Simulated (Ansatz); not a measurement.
Reaction (ligand exchange at the Al–F bond): `[F][Al]([Cl])[Cl]` + CH₃NH₂ → `C[NH][Al]([Cl])[Cl]` + H–F

Program: Ansatz. Geometries: PBE0-D4/def2-TZVP. ΔE: electronic, gas phase. CCSD(T)/CBS is the MP2 limit (def2-TZVPP, def2-QZVPP) plus CCSD(T) − MP2 in def2-TZVPP, frozen cores. This one scheme is used for every species. DFT in def2-TZVPP. B3LYP here is the variant with VWN-RPA as its local correlation; programs differ in this. HSE06 is defined as in plane-wave codes. Each species was taken in one conformer, which may not be the lowest.

`[F][Al]([Cl])[Cl]`:

Z-matrix (Å, degrees):
```
Al
F 1 1.633
Cl 1 2.065 2 119.3
Cl 1 2.065 2 119.3 3 -180.0
```

CH₃NH₂:

Z-matrix (Å, degrees):
```
C
N 1 1.453
H 1 1.092 2 109.4
H 1 1.100 2 115.4 3 -121.6
H 1 1.092 2 109.4 3 116.8
H 2 1.012 1 110.6 3 62.6
H 2 1.012 1 110.6 3 -179.3
```

`C[NH][Al]([Cl])[Cl]`:

Cartesian coordinates in Å:
```
C 0.006 -0.655 -1.165
N -0.077 0.498 -0.290
Al 0.024 0.553 1.455
Cl 0.304 -1.204 2.539
Cl -0.135 2.379 2.445
H 0.148 -1.561 -0.573
H 0.850 -0.583 -1.859
H -0.907 -0.789 -1.754
H -0.212 1.361 -0.796
```

H–F:

```xyz
2

F    -0.432   -0.062    0.144
H     0.432    0.062   -0.144
```

```json
{"level": "BLYP-D4", "ΔE (kcal/mol)": "19.1"}
{"level": "B3LYP-D4", "ΔE (kcal/mol)": "19.0"}
{"level": "HSE06-D4", "ΔE (kcal/mol)": "17.8"}
{"level": "revPBE", "ΔE (kcal/mol)": "20.2"}
{"level": "r2SCANh", "ΔE (kcal/mol)": "19.8"}
{"level": "BHLYP", "ΔE (kcal/mol)": "21.3"}
{"level": "CCSD(T)/def2-TZVPP", "ΔE (kcal/mol)": "18.4"}
{"level": "HF/def2-QZVPP", "ΔE (kcal/mol)": "23.0"}
```

(1) What does CCSD(T)/CBS give? (An estimate is asked.)

(2) What do rigid-rotor, harmonic-oscillator terms from PBE0-D4/def2-TZVP frequencies (298.15 K, 1 bar) make of the CCSD(T)/CBS value? (An estimate is asked.)

Largest T1 diagnostic among the species: 0.010.

Answers

(1) Computed: +18.5 kcal/mol. The listed levels differ from it by 0.6, 0.5, -0.7, 1.7, 1.3, 2.8, -0.1, 4.5 kcal/mol.

(2) Computed: ΔZPE = -1.6 kcal/mol, ΔH = +17.7 kcal/mol, ΔS = -15 J/(mol·K), ΔG = +18.8 kcal/mol.

In def2-TZVPP, CCSD(T) changes the Hartree–Fock value by −4.0 kcal/mol (the triples alone add −0.6 kcal/mol) and MP2 by −4.6 kcal/mol. The D4 term adds −2.1 kcal/mol with B3LYP and −1.2 kcal/mol with PBE0; it sums over pairs of atoms, weighted by their polarisabilities, and B3LYP, whose exchange is more repulsive, gets the larger term. Leaving LDA and LC-ωPBE aside and taking each functional with its dispersion term where it has one, the values, not all of them listed here, spread over 3.0 kcal/mol, from revPBE-D4 to B97M-V. LDA lies −2.7 kcal/mol from PBE without D4.
